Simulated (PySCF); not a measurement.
Input and output of a TDDFT job on `C(#CCCC#C)BBr`.

The calculation used PySCF, TDDFT CAM-B3LYP/def2-SVPD, vertical, gas phase, core orbitals frozen in the response.

Input of the driver that calls PySCF (job settings, then Cartesian coordinates in Å):

```
{"job": {"kind": "uv", "xc": "CAM-B3LYP", "basis": "def2-SVPD", "nstates": 8, "ntriplets": 3}, "charge": 0, "multiplicity": 1}
C     -3.7185    -0.5589    -0.2364
C     -2.5272    -0.6429    -0.3085
C     -1.0819    -0.6969    -0.3811
C     -0.4657     0.6207     0.1244
C      0.9736     0.5955     0.0524
C      2.1819     0.5616    -0.0155
B      3.6691     0.4854    -0.1058
Br     4.4764    -1.0949    -0.7126
H     -4.7645    -0.5067    -0.1813
H     -0.7795    -0.8720    -1.4179
H     -0.7196    -1.5319     0.2257
H     -0.8369     1.4576    -0.4757
H     -0.7663     0.7966     1.1622
H      4.3583     1.3864     0.1930
```

The driver printed:

```
coarse grid: 58424 points
cycle   1  E = -2830.5926661762  dE =  1.504e-01  |g| = 4.152e-01  |ddm| = 1.879e+01
cycle   2  E = -2830.6089794412  dE = -1.631e-02  |g| = 3.645e-01  |ddm| = 3.016e+00
cycle   3  E = -2830.6385371499  dE = -2.956e-02  |g| = 1.217e-01  |ddm| = 1.585e+00
cycle   4  E = -2830.6418320455  dE = -3.295e-03  |g| = 4.385e-02  |ddm| = 2.613e-01
cycle   5  E = -2830.6423566366  dE = -5.246e-04  |g| = 8.186e-03  |ddm| = 1.747e-01
cycle   6  E = -2830.6423716650  dE = -1.503e-05  |g| = 1.622e-03  |ddm| = 3.635e-02
cycle   7  E = -2830.6423724010  dE = -7.361e-07  |g| = 6.658e-04  |ddm| = 6.712e-03
final grid: 123768 points
cycle   8  E = -2830.6423402444  dE =  6.591e-08  |g| = 9.771e-04  |ddm| = 6.822e-03
cycle   9  E = -2830.6423398999  dE =  3.445e-07  |g| = 1.555e-03  |ddm| = 4.282e-03
cycle  10  E = -2830.6423404768  dE = -5.769e-07  |g| = 6.422e-05  |ddm| = 2.605e-03
cycle  11  E = -2830.6423404781  dE = -1.274e-09  |g| = 1.988e-05  |ddm| = 1.605e-04
cycle  12  E = -2830.6423404786  dE = -4.748e-10  |g| = 9.813e-06  |ddm| = 1.222e-04
converged SCF energy = -2830.6423404786

Static polarisability (au): isotropic 108.109, principal 70.900 86.801 166.626

Singlet excitations
state   eV       nm        f      main configurations
  1   4.2121    294.4   0.00010   H->L 0.73, H-4->L 0.24
  2   4.7698    259.9   0.00045   H-3->L 0.89
  3   5.2249    237.3   0.20786   H-2->L 0.70, H-1->L 0.12
  4   6.5642    188.9   0.00071   H-4->L 0.36, H->L 0.11, H-4->L+6 0.09
  5   6.5784    188.5   0.08137   H-5->L 0.81
  6   6.6039    187.7   0.00451   H-1->L 0.71, H-2->L 0.09
  7   6.7185    184.5   0.00070   H-2->L+2 0.35, H-1->L+4 0.11, H-2->L+10 0.11
  8   6.7428    183.9   0.00010   H-1->L+4 0.24, H-1->L+10 0.19, H-4->L 0.16

Triplet excitations (Tamm-Dancoff, eV): 3.9438 3.9551 4.5362
```

The SCF starts on a coarse grid; the energy jumps when the final grid takes over, and dE counts afresh there. The run used 229 basis functions and 12 SCF iterations for the ground state.

Time: 52 s of wall time (with the writing of density and orbital grids); peak memory 1.0 GiB. Hardware: one thread of an Arm Neoverse V2, no GPU, on a shared host.

Q: What transition dipole does the oscillator strength of state 3, the strongest, imply?

A: From f = (2/3)·ΔE·|μ|² in atomic units, ΔE = 0.1920 Eh and f = 0.2079 give |μ| = 1.27 au (3.24 D).

Isolated species at its GFN2-xTB geometry (one conformer only). Relativistic effects, spin–orbit coupling among them, are left out although an element past zinc is present.
